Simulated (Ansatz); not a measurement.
BiSb (`[Sb]#[Bi]`). Charge 0, multiplicity 1. Sb, Bi takes the def2 core potential.

(1) List the harmonic frequencies (cm⁻¹, unscaled) at PBE0-D4/def2-TZVP in Ansatz. (Best estimate.)

(2) Is this a minimum?

(3) Give the ideal-gas thermochemistry at 298.15 K and 1 bar (rigid rotor, harmonic oscillator; point group C∞v, symmetry number 1).

Results:

(1) Computed: 253.

(2) Yes, all 1 modes are real.

(3) Zero-point energy 1.5 kJ/mol; H(298) − E = 11.5 kJ/mol; entropy 269.1 J/(mol·K), of which translation 181.2, rotation 80.8, vibration 7.1; G(298) − E = -68.8 kJ/mol.
